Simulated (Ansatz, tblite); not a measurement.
Cost and result up the ladder for `CN(C)c1ccc(-c2ccc(-c3ccc(-c4ccc(C#N)cc4)cc3)cc2)cc1` (51 atoms). Charge 0, multiplicity 1. Geometry: r2SCAN-D4/def2-SVP.

Ansatz on 2 threads of AMD EPYC 7R13 on a shared host and a share (18 GiB) of an NVIDIA H100 80GB HBM3; xTB runs through tblite on one thread. Times are rough, summed over both states, and most runs start from the orbitals of an earlier one. PBE0-D4/def2-TZVP serves as the yardstick here, not as an exact answer. The other state is a triplet.

The xTB rows come from tblite. Single mean-field runs in def2-TZVP are fitted with def2-universal-jkfit.

xTB has no spin-polarisation term.

```
                         level  functions  wall time  vertical triplet (eV)  difference from PBE0-D4/def2-TZVP (eV)
                      GFN2-xTB        138     0.21 s                   2.53                                   -0.36
                      GFN1-xTB        160     0.29 s                   2.53                                   -0.37
PBE-D4/def2-TZVP (with forces)       1031       19 s                   2.44                                   -0.45
             PBE0-D4/def2-TZVP       1031       24 s                   2.89                                    0.00
```
